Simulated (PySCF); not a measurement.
PySCF input (M06-2X/def2-TZVPD):

```python
from pyscf import gto, scf, dft

mol = gto.M(
    atom='''
    F     2.27473807   -0.27201736   -0.01841880
    B     1.06402718   -0.12723833   -0.00861554
    B    -0.68855888    0.08233914    0.00557533
    F    -1.10369992    1.29599113    0.10199446
    F    -1.37963165   -0.99902978   -0.08188666
    ''',
    basis='def2-tzvpd',
    charge=1,
    spin=0,
    verbose=4,
)

mf = dft.RKS(mol, xc='m062x').density_fit(auxbasis='def2-universal-jkfit')
mf.grids.level = 4
mf.conv_tol = 1e-9
mf.max_cycle = 100
mf.max_memory = 1500
mf.kernel()
if not mf.converged:
    mf = mf.newton()
    mf.kernel(mf.make_rdm1())
mf.analyze()
```

Output:

```
PySCF version 2.14.0

[INPUT] verbose = 4
[INPUT] num. atoms = 5
[INPUT] num. electrons = 36
[INPUT] charge = 1
[INPUT] spin (= nelec alpha-beta = 2S) = 0
[INPUT] symmetry False subgroup None
[INPUT] Mole.unit = angstrom
[INPUT] Symbol           X                Y                Z      unit          X                Y                Z       unit  Magmom
[INPUT]  1 F      2.274738070000  -0.272017360000  -0.018418800000 AA    4.298631957422  -0.514038311527  -0.034806487543 Bohr   0.0
[INPUT]  2 B      1.064027180000  -0.127238330000  -0.008615540000 AA    2.010719959293  -0.240445596247  -0.016281011015 Bohr   0.0
[INPUT]  3 B     -0.688558880000   0.082339140000   0.005575330000 AA   -1.301187703837   0.155598423932   0.010535846754 Bohr   0.0
[INPUT]  4 F     -1.103699920000   1.295991130000   0.101994460000 AA   -2.085690572504   2.449068295566   0.192741595623 Bohr   0.0
[INPUT]  5 F     -1.379631650000  -0.999029780000  -0.081886660000 AA   -2.607125971282  -1.887892674484  -0.154743360655 Bohr   0.0

nuclear repulsion = 131.866157842184
number of shells = 68
number of NR pGTOs = 269
number of NR cGTOs = 194
basis = def2-tzvpd
ecp = {}

******** <class 'pyscf.df.df_jk.DFRKS'> ********
method = DFRKS
initial guess = minao
damping factor = 0
level_shift factor = 0
DIIS = <class 'pyscf.scf.diis.CDIIS'>
diis_start_cycle = 1
diis_space = 8
diis_damp = 0
SCF conv_tol = 1e-09
SCF conv_tol_grad = None
SCF max_cycles = 100
direct_scf = False
XC library pyscf.dft.libxc version 7.1.2
    S. Lehtola, C. Steigemann, M. J. T. Oliveira, and M. A. L. Marques,  SoftwareX 7, 1–5 (2018)
XC functionals = m062x
    Y. Zhao and D. G. Truhlar,  Theor. Chem. Acc. 120, 215 (2008)
    Y. Zhao and D. G. Truhlar,  Theor. Chem. Acc. 120, 215 (2008)
radial grids:
    Treutler-Ahlrichs [JCP 102, 346 (1995); DOI:10.1063/1.469408] (M4) radial grids

becke partition: Becke, JCP 88, 2547 (1988); DOI:10.1063/1.454033
pruning grids: <function nwchem_prune>
grids dens level: 4
symmetrized grids: False
atomic radii adjust function: <function treutler_atomic_radii_adjust>
small_rho_cutoff = 0
Set gradient conv threshold to 3.16228e-05
Initial guess from minao.
tot grids = 142720
******** <class 'pyscf.df.df.DF'> ********
auxbasis = def2-universal-jkfit
init E= -350.030588090407
  HOMO = -0.433969557828689  LUMO = -0.0871077938586851  gap/eV = 9.43859
cycle= 1 E= -348.946214580921  delta_E= 1.08  |g|= 0.744  |ddm|= 2.24
  HOMO = -0.717802535425548  LUMO = -0.399089750741744  gap/eV = 8.67262
cycle= 2 E= -348.93077021528  delta_E= 0.0154  |g|= 0.954  |ddm|= 1.32
[...]
cycle= 10 E= -349.067911284123  delta_E= -3.83e-11  |g|= 2.13e-06  |ddm|= 5e-05
  HOMO = -0.728428095205796  LUMO = -0.322750935818142  gap/eV = 11.03904
Extra cycle  E= -349.067911284125  delta_E= -2.05e-12  |g|= 1.9e-06  |ddm|= 5.87e-06
converged SCF energy = -349.067911284125
**** SCF Summaries ****
Total Energy =                        -349.067911284125103
Nuclear Repulsion Energy =             131.866157842183696
One-electron Energy =                 -735.850051626585696
Two-electron Energy =                  254.915982500276868
Two-electron Coulomb Energy =          294.092134003100512
DFT Exchange-Correlation Energy =      -39.176151502823629
HOMO-LUMO gap [eV] =                    11.039037783594519
**** MO energy ****
MO #1   energy= -25.6279957659873  occ= 2
MO #2   energy= -25.5113652875903  occ= 2
MO #3   energy= -25.511357310738   occ= 2
MO #4   energy= -7.49793353762558  occ= 2
MO #5   energy= -7.43879580061849  occ= 2
MO #6   energy= -1.74525954894372  occ= 2
MO #7   energy= -1.63525349542955  occ= 2
MO #8   energy= -1.61546219002277  occ= 2
MO #9   energy= -1.00748850560319  occ= 2
MO #10  energy= -0.931841291950552 occ= 2
MO #11  energy= -0.916123146009767 occ= 2
MO #12  energy= -0.915729085133276 occ= 2
MO #13  energy= -0.884600370794072 occ= 2
MO #14  energy= -0.879689087168074 occ= 2
MO #15  energy= -0.836362126553109 occ= 2
MO #16  energy= -0.777797138105594 occ= 2
MO #17  energy= -0.775910925575904 occ= 2
MO #18  energy= -0.728428095205796 occ= 2
MO #19  energy= -0.322750935818142 occ= 0
MO #20  energy= -0.288276479698833 occ= 0
MO #21  energy= -0.193719938711649 occ= 0
MO #22  energy= -0.145715934531441 occ= 0
MO #23  energy= -0.133252208494966 occ= 0
MO #24  energy= -0.0875092073156184 occ= 0
MO #25  energy= -0.0874708652084895 occ= 0
MO #26  energy= -0.0836733661288206 occ= 0
MO #27  energy= -0.0672493318788145 occ= 0
MO #28  energy= -0.0633759753290281 occ= 0
MO #29  energy= -0.0574964360716457 occ= 0
MO #30  energy= -0.0531191813209294 occ= 0
MO #31  energy= -0.0442858793317987 occ= 0
MO #32  energy= -0.021004569061461 occ= 0
MO #33  energy= 0.00296135035352262 occ= 0
MO #34  energy= 0.00729221866046846 occ= 0
MO #35  energy= 0.00796079028003924 occ= 0
MO #36  energy= 0.0146916864730001 occ= 0
MO #37  energy= 0.0180944779927822 occ= 0
MO #38  energy= 0.0483294412479631 occ= 0
MO #39  energy= 0.0568562757345256 occ= 0
MO #40  energy= 0.0698911585428236 occ= 0
MO #41  energy= 0.0738137055735294 occ= 0
MO #42  energy= 0.0828097490042294 occ= 0
MO #43  energy= 0.0977666234174628 occ= 0
MO #44  energy= 0.0979065407740859 occ= 0
MO #45  energy= 0.103216692311954  occ= 0
MO #46  energy= 0.118701059127462  occ= 0
MO #47  energy= 0.133683334240668  occ= 0
MO #48  energy= 0.158326343134882  occ= 0
MO #49  energy= 0.18847399135461   occ= 0
MO #50  energy= 0.191319617590302  occ= 0
MO #51  energy= 0.201090473459392  occ= 0
MO #52  energy= 0.20638092912749   occ= 0
MO #53  energy= 0.221071971659666  occ= 0
MO #54  energy= 0.23305998699055   occ= 0
MO #55  energy= 0.254353643956067  occ= 0
MO #56  energy= 0.262347199346773  occ= 0
MO #57  energy= 0.271671900109287  occ= 0
MO #58  energy= 0.292500928841062  occ= 0
MO #59  energy= 0.313523297502221  occ= 0
MO #60  energy= 0.334264419435953  occ= 0
MO #61  energy= 0.390920652176974  occ= 0
MO #62  energy= 0.391408063665672  occ= 0
MO #63  energy= 0.410731098682249  occ= 0
MO #64  energy= 0.411906401858477  occ= 0
MO #65  energy= 0.425025136425476  occ= 0
MO #66  energy= 0.435016702126328  occ= 0
MO #67  energy= 0.457863291086595  occ= 0
MO #68  energy= 0.473146158846391  occ= 0
MO #69  energy= 0.476142224401766  occ= 0
MO #70  energy= 0.481794025929337  occ= 0
MO #71  energy= 0.494429045451508  occ= 0
MO #72  energy= 0.4992844072599    occ= 0
MO #73  energy= 0.508972736979749  occ= 0
MO #74  energy= 0.541796715897764  occ= 0
MO #75  energy= 0.547203794320265  occ= 0
MO #76  energy= 0.548734730640854  occ= 0
MO #77  energy= 0.635274317106982  occ= 0
MO #78  energy= 0.642664338465549  occ= 0
MO #79  energy= 0.663893605348837  occ= 0
MO #80  energy= 0.691667030896519  occ= 0
MO #81  energy= 0.692124301325047  occ= 0
MO #82  energy= 0.692722772542778  occ= 0
MO #83  energy= 0.76591246729555   occ= 0
MO #84  energy= 0.816142654472235  occ= 0
MO #85  energy= 0.817115027172886  occ= 0
MO #86  energy= 0.854286330880953  occ= 0
MO #87  energy= 0.900720043522837  occ= 0
MO #88  energy= 0.905425958772143  occ= 0
MO #89  energy= 0.912234240029221  occ= 0
MO #90  energy= 0.930075023319463  occ= 0
MO #91  energy= 0.941277395315889  occ= 0
MO #92  energy= 0.959436926177415  occ= 0
MO #93  energy= 0.97533327723854   occ= 0
MO #94  energy= 1.0311947317598    occ= 0
MO #95  energy= 1.07718136491867   occ= 0
MO #96  energy= 1.1111227371269    occ= 0
MO #97  energy= 1.13291804609681   occ= 0
MO #98  energy= 1.13732833348622   occ= 0
MO #99  energy= 1.33598635994892   occ= 0
MO #100 energy= 1.34436635390995   occ= 0
MO #101 energy= 1.39904052701973   occ= 0
MO #102 energy= 1.40086702212938   occ= 0
MO #103 energy= 1.44467647293603   occ= 0
MO #104 energy= 1.45752111217081   occ= 0
MO #105 energy= 1.46000854124633   occ= 0
MO #106 energy= 1.49755640813256   occ= 0
MO #107 energy= 1.55105652362447   occ= 0
[...]
```
